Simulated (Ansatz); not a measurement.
Calculation: PBE-D3(BJ)/def2-SVP in Ansatz (a first-principles code). No frequencies were computed at this level.

Ansatz 0.2 input:
```yaml
crystal:
  periodic: [false, false, false]
  atoms:
    - { symbol: Y, position_ang: [0.04753, -0.069867, 0.116882] }
    - { symbol: N, position_ang: [1.117507, 1.648518, -0.492135] }
    - { symbol: H, position_ang: [1.056452, 2.568984, -0.063859] }
    - { symbol: H, position_ang: [1.540902, 1.791713, -1.405669] }
    - { symbol: N, position_ang: [0.072929, -1.795789, -1.096792] }
    - { symbol: H, position_ang: [-0.358567, -2.691876, -0.886214] }
    - { symbol: H, position_ang: [0.659592, -1.950208, -1.912404] }
    - { symbol: N, position_ang: [-1.038352, -0.038355, 1.924891] }
    - { symbol: H, position_ang: [-1.020611, 0.695086, 2.628408] }
    - { symbol: H, position_ang: [-1.562382, -0.807933, 2.333194] }
basis:
  gaussian: { orbitals: def2-svp }
hamiltonian:
  xc: pbe
  dispersion: d3bj
relax:
  max_steps: 150
```

Output:

```
Functional definition: PBE
1153 factors; their error is unknown
mean field evaluation 1: about -5575.6918 eV, gradient 1.2e2 eV
mean field evaluation 2: about -5418.7381 eV, gradient 2.4e2 eV
mean field evaluation 4: about -5603.6564 eV, gradient 1.5e1 eV
mean field evaluation 8: about -5604.2853 eV, gradient 9.6e-2 eV
mean field evaluation 16: about -5604.2419 eV, gradient 8.4e-5 eV
mean field -5604.24193947 eV, -205.9520925838 hartree, gradient 1.1e-5 eV, S^2 0.000000; 0 other end points of the search recorded, 0 dependent functions left out
reference -5604.24201095 eV, -205.9520952107 hartree; 19, 19 occupied and 84, 84 virtual orbitals, 1153 factors
relax step   1: F+E_penalty+E_count = -5604.39982440 eV  Δ(F+E_penalty+E_count) = +0.000e0 eV  max|allowed force component| = 5.169e-1 eV/Å  Δτ_max = 0.0000 Å  (28 SCF iters, accepted)
these checks for a lower state are left out or cut short: starts, cluster_reference, orbital_swaps, neighbouring_geometries, increment
1153 factors; their error is unknown
mean field -5604.23809684 eV, -205.9519513697 hartree, gradient 9.4e-6 eV, S^2 0.000000; 0 other end points of the search recorded, 0 dependent functions left out
reference -5604.23816841 eV, -205.9519540000 hartree; 19, 19 occupied and 84, 84 virtual orbitals, 1153 factors
relax step   2: F+E_penalty+E_count = -5604.39153189 eV  Δ(F+E_penalty+E_count) = +8.293e-3 eV  max|allowed force component| = 1.341e0 eV/Å  Δτ_max = 0.1905 Å  (33 SCF iters, rejected (line search))
these checks for a lower state are left out or cut short: starts, cluster_reference, orbital_swaps, neighbouring_geometries, increment
1153 factors; their error is unknown
mean field evaluation 32: about -5604.3518 eV, gradient 2.2e-5 eV
mean field -5604.35182723 eV, -205.9561308846 hartree, gradient 2.2e-5 eV, S^2 0.000000; 0 other end points of the search recorded, 0 dependent functions left out
reference -5604.35189888 eV, -205.9561335176 hartree; 19, 19 occupied and 84, 84 virtual orbitals, 1153 factors
relax step   3: F+E_penalty+E_count = -5604.50720636 eV  Δ(F+E_penalty+E_count) = -1.074e-1 eV  max|allowed force component| = 3.569e-1 eV/Å  Δτ_max = 0.0917 Å  (28 SCF iters, accepted)
these checks for a lower state are left out or cut short: starts, cluster_reference, orbital_swaps, neighbouring_geometries, increment
1153 factors; their error is unknown
mean field -5604.35918257 eV, -205.9564011882 hartree, gradient 2.7e-5 eV, S^2 0.000000; 0 other end points of the search recorded, 0 dependent functions left out
reference -5604.35925430 eV, -205.9564038242 hartree; 19, 19 occupied and 84, 84 virtual orbitals, 1153 factors
relax step   4: F+E_penalty+E_count = -5604.51397707 eV  Δ(F+E_penalty+E_count) = -6.771e-3 eV  max|allowed force component| = 2.269e-2 eV/Å  Δτ_max = 0.0410 Å  (26 SCF iters, accepted)
these checks for a lower state are left out or cut short: starts, cluster_reference, orbital_swaps, neighbouring_geometries, increment
1153 factors; their error is unknown
mean field -5604.35931935 eV, -205.9564062148 hartree, gradient 2.5e-5 eV, S^2 0.000000; 0 other end points of the search recorded, 0 dependent functions left out
reference -5604.35939107 eV, -205.9564088506 hartree; 19, 19 occupied and 84, 84 virtual orbitals, 1153 factors
relax step   5: F+E_penalty+E_count = -5604.51409649 eV  Δ(F+E_penalty+E_count) = -1.194e-4 eV  max|allowed force component| = 4.539e-3 eV/Å  Δτ_max = 0.0102 Å  (28 SCF iters, accepted)
1153 factors; their error is unknown
mean field evaluation 64: about -5604.3593 eV, gradient 9.3e-4 eV
mean field -5604.35931935 eV, -205.9564062148 hartree, gradient 2.5e-5 eV, S^2 0.000000; 1 other end points of the search recorded, 0 dependent functions left out
reference -5604.35939107 eV, -205.9564088506 hartree; 19, 19 occupied and 84, 84 virtual orbitals, 1153 factors
Total energy: -5604.51416821 eV, -205.9620968056 hartree
Atom 0 at     0.053156    -0.067021     0.116651 Å, force    -0.000165     0.000481    -0.000585 eV/Å
Atom 1 at     1.079246     1.712795    -0.542219 Å, force     0.002098     0.003238    -0.001051 eV/Å
Atom 2 at     1.128854     2.622342    -0.061847 Å, force    -0.001709     0.000960     0.003773 eV/Å
Atom 3 at     1.625172     1.838105    -1.406377 Å, force     0.000961    -0.003007    -0.002721 eV/Å
Atom 4 at     0.106927    -1.851790    -1.094538 Å, force     0.000107    -0.003695    -0.002318 eV/Å
Atom 5 at    -0.340351    -2.758460    -0.898686 Å, force    -0.002032    -0.000585     0.004421 eV/Å
Atom 6 at     0.586594    -1.981182    -1.996629 Å, force     0.001382     0.003213    -0.002160 eV/Å
Atom 7 at    -1.031380    -0.057506     1.981868 Å, force    -0.002255     0.000023     0.003965 eV/Å
Atom 8 at    -1.130424     0.724995     2.644038 Å, force     0.001097     0.003911    -0.001248 eV/Å
Atom 9 at    -1.562793    -0.832003     2.404041 Å, force     0.000515    -0.004539    -0.002076 eV/Å
Dipole moment:     0.001507    -0.000207     0.000651 e Å
```

Cost: about 18 core-seconds (a rough figure).
